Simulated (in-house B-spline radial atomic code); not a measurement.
Values are calculated unless marked as measured or tabulated.
**Stopping and range of 120 keV Xe in Ge**

The pair potential comes from two frozen, spherical free-atom densities (PBE, B-spline radial code, scalar-relativistic past argon): electrostatics plus the change in Thomas-Fermi kinetic and Dirac exchange energy where they overlap, the recipe behind the universal ZBL potential, which averages such potentials (from solid-state densities) over many pairs. It is written V = (Z1 Z2 e²/r) φ(r/a), with e² = 14.3996 eV·Å and a = 0.46850 Å/(Z1^0.23 + Z2^0.23); ZBL's fit is φ = 0.18175 e^(−3.1998x) + 0.50986 e^(−0.94229x) + 0.28022 e^(−0.4029x) + 0.02817 e^(−0.20162x). Where φ falls below 4e-4 it is continued as an exponential.

The target is taken as amorphous, with density 5.3234 g/cm³ (NSM archive of the Ioffe Institute); channelling is ignored. Masses: Xe 131.29, Ge 72.63 u. Nuclear stopping is S_n = 4π a Z1 Z2 e² M1/(M1 + M2) × s_n(ε), with s_n integrated over impact parameters for each pair. Electronic stopping is Lindhard and Scharff's S_e = Z1^(1/6) 8π e² a0 Z1 Z2/(Z1^(2/3) + Z2^(2/3))^(3/2) × v/v0, with a0 = 0.529177 Å and v = v0 at 24.801 keV/u; it misses the oscillations with Z1 seen in experiment, which reach tens of per cent. Compounds add by atom fraction.

```csv
target atom,a (Å),ε at this energy,"s_n, this pair","s_n, ZBL potential"
Ge,0.09921,0.1704,0.3449,0.3405
```

Question: What are the atom density and the stopping powers at entry?

Answer: N = 5.3234 × 0.602214/72.63 = 0.04414 atoms/Å³. For Ge: S_n = 19970 × 0.3449 = 6888 eV·Å², S_e = 2.9644 × √120000 = 1027 eV·Å². Averaged over the target's atoms and times N × 10 Å/nm, the ion loses N S_n = 3040 eV/nm to recoils and N S_e = 453 eV/nm to electrons; the nuclear share is 87 %.

Along the track:

```json
{"E (keV)": "6", "N S_n (eV/nm)": "1360", "N S_e (eV/nm)": "101"}
{"E (keV)": "18", "N S_n (eV/nm)": "2030", "N S_e (eV/nm)": "176"}
{"E (keV)": "36", "N S_n (eV/nm)": "2480", "N S_e (eV/nm)": "248"}
{"E (keV)": "60", "N S_n (eV/nm)": "2760", "N S_e (eV/nm)": "321"}
{"E (keV)": "90", "N S_n (eV/nm)": "2950", "N S_e (eV/nm)": "393"}
{"E (keV)": "120", "N S_n (eV/nm)": "3040", "N S_e (eV/nm)": "453"}
```

Question: Estimate the path length and the projected range.

Answer: With continuous slowing down the path is the integral of dE/(N (S_n + S_e)). Trapezoids over the table give 40.6 nm, and the stretch below the first row, with stopping taken as √E, adds 2E/(N S) = 8.2 nm: 48.8 nm in all, against 47.9 nm on a fine grid from 5 eV. Deflections shorten the depth: to first order in the energy passed on, N (S_n + S_e) dR_p/dE = 1 − N S_n (M2/M1) R_p/(2E), summed over the target's atoms, and integrating this on the fine grid gives R_p = 34.3 nm, 0.72 of the path. Lindhard's rule of thumb R/(1 + M2/3M1), with mean M2/M1 = 0.55, gives 40.4 nm. On the ZBL potential the same equation gives 34.7 nm, and the full integral equation, which keeps hard collisions, 36.2 nm.
